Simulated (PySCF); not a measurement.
Working out the ionisation energy of Sm

Sm [Xe] 4f6 6s2 (7F) → Sm⁺ [Xe] 4f6 6s1 (8F). Calculation: PySCF 2.14, in cc-pVDZ-X2C; the spin-free X2C one-electron Hamiltonian (Gaussian nucleus). Frozen: [Kr] 4d10. Energies in hartree (1 hartree = 27.21139 eV):

| part | Sm (lower) | Sm⁺ (upper) |
| --- | --- | --- |
| UHF | -10422.723691 | -10422.554975 |
| CCSD correlation | -0.428333 | -0.396561 |
| (T) | -0.017353 | -0.013951 |

Q: What does Hartree-Fock give?

A: (-10422.554975) − (-10422.723691) = 0.168716 hartree = 4.591 eV.

Q: What do CCSD and CCSD(T) give?

A: The CCSD correlation energies differ by 0.031772 hartree = 0.865 eV and the triples by 0.003402 hartree = 0.093 eV, so CCSD gives 5.456 eV and CCSD(T) 5.549 eV.

Measured between the centres of the two terms (NIST): 5.626 eV, so CCSD(T) (valence) is off by -0.077 eV.

A double-zeta basis recovers only part of the correlation energy.

What remains against the reference includes basis incompleteness, the frozen core and higher excitations.
